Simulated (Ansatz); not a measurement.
`CNBOCF` → `NBOCCF`  (isomerisation)

Program: Ansatz. Geometries: PBE0-D4/def2-TZVP. ΔE: electronic, gas phase. CCSD(T)/CBS adds triple-zeta CCSD(T) − MP2 to the extrapolated MP2 energy (def2 sets, frozen cores). Functionals use def2-TZVPP. B3LYP here is the variant with VWN-RPA as its local correlation; programs differ in this. Each species was taken in one conformer, which may not be the lowest.

`CNBOCF`:

Cartesian coordinates in Å:
```
C -0.212 -2.042 -0.543
N -0.166 -0.670 -0.098
B 0.977 0.126 -0.075
O 0.969 1.453 0.324
C -0.198 2.139 0.517
F -0.918 1.617 1.580
H -0.496 -2.721 0.268
H 0.775 -2.336 -0.900
H -0.922 -2.178 -1.364
H -1.028 -0.328 0.298
H 2.033 -0.317 -0.417
H -0.855 2.081 -0.360
H 0.042 3.174 0.768
```

`NBOCCF`:

Cartesian coordinates in Å:
```
N -0.926 -0.701 2.322
B -0.087 -0.699 1.205
O 0.103 0.475 0.528
C 0.861 0.515 -0.651
C -0.020 0.670 -1.859
F -0.759 -0.479 -2.067
H -1.099 -1.527 2.864
H -1.419 0.117 2.634
H 0.472 -1.705 0.862
H 1.470 -0.391 -0.758
H 1.535 1.378 -0.605
H 0.590 0.848 -2.751
H -0.720 1.499 -1.722
```

Question: Is it downhill or uphill in electronic energy at CCSD(T)/CBS, and by how much? (An estimate is asked.)

Answer: The calculation gave: Downhill: ΔE = -3.7 kcal/mol.

Question: What do these levels give: PBE0-D4, B3LYP, HF/def2-TZVPP, SCS-MP2/def2-TZVPP, MP2/def2-QZVPP, HF/CBS(def2)? (An estimate is asked.)

Answer: Ansatz gave: PBE0-D4 -3.4, B3LYP -3.7, HF/def2-TZVPP -4.1, SCS-MP2/def2-TZVPP -3.5, MP2/def2-QZVPP -3.8, HF/CBS(def2) -4.2 kcal/mol.

Largest T1 diagnostic among the species: 0.012.
